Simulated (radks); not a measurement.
Spherical quantum dot in the effective-mass picture: electrons in a hard-walled sphere of radius 2.71, all in effective atomic units (hartree* = m*/eps^2 hartree, bohr* = eps/m* bohr), one dielectric constant everywhere. Calculated with a radial shooting solver with Libxc functionals: non-relativistic Kohn-Sham, r2SCAN, spin-polarised, spherical densities, generalised Kohn-Sham scheme. Levels are named by radial order and angular momentum (1s, 1p, 1d, 2s, ...), and open shells are averaged over m. Results are scaled to m* = 0.138 and eps = 6.5, for which hartree* = 88.88 meV and bohr* = 2.493 nm.

N = 26, configuration 1s2 1p6 1d10 1f(up 7, down 1). This is the lowest configuration that the search found. Occupied and some empty levels:

| level | occupation | eigenvalue (meV) | <r> (nm) |
|---|---|---|---|
| 1s up | 1 | 1149.9 | 4.466 |
| 1s down | 1 | 1158.6 | 4.420 |
| 1p up | 3 | 1184.1 | 4.667 |
| 1p down | 3 | 1194.1 | 4.640 |
| 1d up | 5 | 1242.1 | 4.832 |
| 1d down | 5 | 1253.5 | 4.816 |
| 1f up | 7 | 1321.0 | 4.968 |
| 1f down | 1 | 1333.8 | 4.960 |
| 2s up | 0 | 1363.9 | 2.993 |
| 2s down | 0 | 1369.6 | 3.017 |
| 1g up | 0 | 1419.0 | 5.083 |
| 1g down | 0 | 1432.9 | 5.079 |
| 2p up | 0 | 1474.7 | 3.521 |
| 2p down | 0 | 1481.3 | 3.533 |
| 2d up | 0 | 1603.9 | 3.849 |
| 2d down | 0 | 1612.2 | 3.851 |

Energy (meV): total 18665.2, kinetic 5797.1, external 0, Hartree 14375, exchange-correlation -1507.0.
